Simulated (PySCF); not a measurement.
Isomers of C7H13ClO2.

All values: PBE0/pcSseg-1 (PySCF) at GFN2-xTB geometries, gas phase, one conformer each.

Question: Rank by LUMO energy, lowest first.
A. `[CH3:1][CH2:2][C@@H:3]([O:4][CH3:5])[C@@H:6]([CH3:7])[C:8](=[O:9])[Cl:10]` with C1–C2–C3–O4 -59°, C2–C3–O4–C5 -86°, C2–C3–C6–C7 57°, C3–C6–C8–O9 -30°
B. `[CH3:1][CH2:2][C@:3]([CH3:4])([CH2:5][O:6][CH3:7])[C:8](=[O:9])[Cl:10]` with C1–C2–C3–C4 -176°, C2–C3–C5–O6 55°, C3–C5–O6–C7 -179°, C2–C3–C8–O9 123°
C. `[CH3:1][O:2][C@@H:3]([CH2:4][CH:5]([CH3:6])[CH3:7])[C:8](=[O:9])[Cl:10]` with C1–O2–C3–C4 170°, O2–C3–C4–C5 -64°, C3–C4–C5–C6 166°, O2–C3–C8–O9 -12°

Answer: C (-1.09 eV), B (-0.95 eV), A (-0.81 eV).

All values together:

| SMILES | μ (D) | HOMO (eV) | LUMO (eV) | lowest IAO charge (e) | highest IAO charge (e) | lowest Hirshfeld charge (e) | highest Hirshfeld charge (e) |
| --- | --- | --- | --- | --- | --- | --- | --- |
| CO[C@@H](C)C(C)(C)C(=O)Cl | 3.15 | -7.70 | -0.97 | -0.441 (C) | +0.363 (C) | -0.187 (O) | +0.194 (C) |
| CC[C@](C)(COC)C(=O)Cl | 2.76 | -7.73 | -0.95 | -0.422 (C) | +0.363 (C) | -0.191 (O) | +0.194 (C) |
| CC[C@@H](C)[C@@H](OC)C(=O)Cl | 2.52 | -7.90 | -1.12 | -0.419 (C) | +0.347 (C) | -0.183 (O) | +0.182 (C) |
| CC[C@@H](OC)[C@@H](C)C(=O)Cl | 3.40 | -7.60 | -0.81 | -0.423 (C) | +0.380 (C) | -0.193 (O) | +0.190 (C) |
| CO[C@@H](CC(C)C)C(=O)Cl | 2.77 | -7.92 | -1.09 | -0.419 (C) | +0.349 (C) | -0.187 (O) | +0.181 (C) |
| CC[C@@H](C(=O)Cl)[C@H](C)OC | 2.84 | -7.70 | -1.09 | -0.439 (C) | +0.364 (C) | -0.194 (O) | +0.195 (C) |
| CO[C@@](C)(C(=O)Cl)C(C)C | 2.43 | -7.76 | -1.16 | -0.435 (C) | +0.335 (C) | -0.187 (O) | +0.181 (C) |

Conformers: `[CH3:1][O:2][C@@H:3]([CH3:4])[C:5]([CH3:6])([CH3:7])[C:8](=[O:9])[Cl:10]` with C1–O2–C3–C4 78°, O2–C3–C5–C6 -61°, C3–C5–C8–O9 125°; `[CH3:1][CH2:2][C@:3]([CH3:4])([CH2:5][O:6][CH3:7])[C:8](=[O:9])[Cl:10]` with C1–C2–C3–C4 -176°, C2–C3–C5–O6 55°, C3–C5–O6–C7 -179°, C2–C3–C8–O9 123°; `[CH3:1][CH2:2][C@@H:3]([CH3:4])[C@@H:5]([O:6][CH3:7])[C:8](=[O:9])[Cl:10]` with C1–C2–C3–C4 66°, C2–C3–C5–O6 -57°, C3–C5–O6–C7 -167°, C3–C5–C8–O9 -112°; `[CH3:1][CH2:2][C@@H:3]([O:4][CH3:5])[C@@H:6]([CH3:7])[C:8](=[O:9])[Cl:10]` with C1–C2–C3–O4 -59°, C2–C3–O4–C5 -86°, C2–C3–C6–C7 57°, C3–C6–C8–O9 -30°; `[CH3:1][O:2][C@@H:3]([CH2:4][CH:5]([CH3:6])[CH3:7])[C:8](=[O:9])[Cl:10]` with C1–O2–C3–C4 170°, O2–C3–C4–C5 -64°, C3–C4–C5–C6 166°, O2–C3–C8–O9 -12°; `[CH3:1][CH2:2][C@@H:3]([C:4](=[O:5])[Cl:6])[C@H:7]([CH3:8])[O:9][CH3:10]` with C1–C2–C3–C4 67°, C2–C3–C4–O5 64°, C2–C3–C7–C8 180°, C3–C7–O9–C10 -154°; `[CH3:1][O:2][C@@:3]([CH3:4])([C:5](=[O:6])[Cl:7])[CH:8]([CH3:9])[CH3:10]` with C1–O2–C3–C4 -56°, O2–C3–C5–O6 -138°, O2–C3–C8–C9 68°.
